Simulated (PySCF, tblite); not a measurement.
Question: Give a GFN2-xTB geometry of `CO/C(C)=C(/F)C(=O)F`.

Answer: 
```
atom  x, y, z in Å
C1    -2.0781   -0.4054    0.0105
O2    -0.7476   -0.6222   -0.4121
C3     0.2355    0.1358    0.0725
C4    -0.0377    1.2230    1.0588
C5     1.4995   -0.1178   -0.3656
F6     2.5160    0.6435    0.1149
C7     1.8590   -1.1468   -1.3141
O8     1.1636   -1.9329   -1.8699
F9     3.2040   -1.1516   -1.5517
H10   -2.4251    0.5993   -0.2449
H11   -2.1918   -0.5679    1.0857
H12   -2.6711   -1.1406   -0.5301
H13   -0.7236    1.9562    0.6354
H14   -0.4940    0.8127    1.9592
H15    0.8869    1.7227    1.3295
```

Any rigid rotation of these coordinates is as good. Atoms count from 1 in this order. The 9 heavy atoms lie in one plane (0.001 Å rms). The 3 C–C bonds span 1.362 Å (C3=C5, drawn double) to 1.493 Å (C3–C4, drawn single), a spread of 0.131 Å. Of the pairs four or more bonds apart, F6···H15 is among the closest relative to their van der Waals radii: 2.30 Å, 86 % of the sum of Bondi's values. The 3 C–O bonds span 1.188 Å (C7=O8, drawn double) to 1.413 Å (C1–O2, drawn single), a spread of 0.225 Å.

Bonds between heavy atoms (Å): C1–O2 1.413, O2–C3 1.333, C3–C4 1.493, C3=C5 1.362, C5–F6 1.358, C5–C7 1.445, C7=O8 1.188, C7–F9 1.366.

The geometry is computed with GFN2-xTB (gas phase).

Point group: Cs (tolerance 0.08 Å). Its GFN2-xTB frequencies are all real (lowest 68 cm⁻¹). The numbers are those of one conformer (C1–O2–C3–C4 0°, C3–C5–C7–O8 0°). 3 starts were optimised and ended at 0.00, 0.11 and 0.11 kcal/mol (GFN2-xTB); the lowest of these is shown.
